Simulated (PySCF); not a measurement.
Worked example: oscillator strength and radiative lifetime

In(H)2(SH) (H3InS), SMILES [InH2][SH].

Geometry: B3LYP-D3(BJ)/def2-TZVP. The def2 effective core potentials stand for the cores of In; spin–orbit coupling is left out.

TDA-CAM-B3LYP/def2-TZVPD (PySCF) puts the first singlet state with f over 0.02 at 5.01 eV (vertical), with the transition dipole (0.038, 0.563, 0.000) in atomic units.

Problem. Find the oscillator strength, the wavelength and the radiative lifetime that this transition would have in vacuum if emission retraced absorption.

Solution. 
|μ|² = 0.3184 au, so |μ| = 1.43 D. ΔE = 5.01/27.211 = 0.1841 hartree. f = (2/3) ΔE |μ|² = 0.039 (the program prints 0.039).
λ = 1239.84/5.01 = 247 nm; ν = 40408 cm⁻¹.
Einstein's coefficient A = 0.6670 ν² f s⁻¹ (ν in cm⁻¹) = 4.3e7 s⁻¹, so τ = 1/A = 23 ns. This state is S1. The figure is the radiative limit of this one transition; relaxation, internal conversion, crossing to triplets and a medium change what is measured.
